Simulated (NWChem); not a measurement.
System: GeHCl3; SMILES [GeH]([Cl])([Cl])[Cl]

Input file for NWChem:

```
start job
memory heap 200 mb stack 900 mb global 1100 mb
geometry units angstroms noautoz
  Ge     0.000000     0.000000     0.435165
  Cl    -0.489539     1.941094    -0.312842
  Cl     1.925806    -0.546594    -0.312842
  Cl    -1.436267    -1.394500    -0.312842
  H      0.000000     0.000000     1.961595
end
basis spherical
  Ge library def2-svp
  Cl library def2-svp
  H library def2-svp
end
dft
  xc xcamb88 1.00 lyp 1.0 hfexch 1.00
  cam 0.33 cam_alpha 0.0 cam_beta 1.0
  iterations 150
  mulliken
end
task dft energy
```

Structure relaxed at the PBE0/def2-SVP level.

Question: Predict the main results of this run. (LC-BLYP (range parameter 0.33 per bohr)/def2-SVP.) Quantities: energy (Ha); highest occupied level (eV); orbital gap (eV); dipole (D).

Answer: energy (Ha): -3456.64
highest occupied level (eV): -11.36
orbital gap (eV): 12.20
dipole (D): 1.49
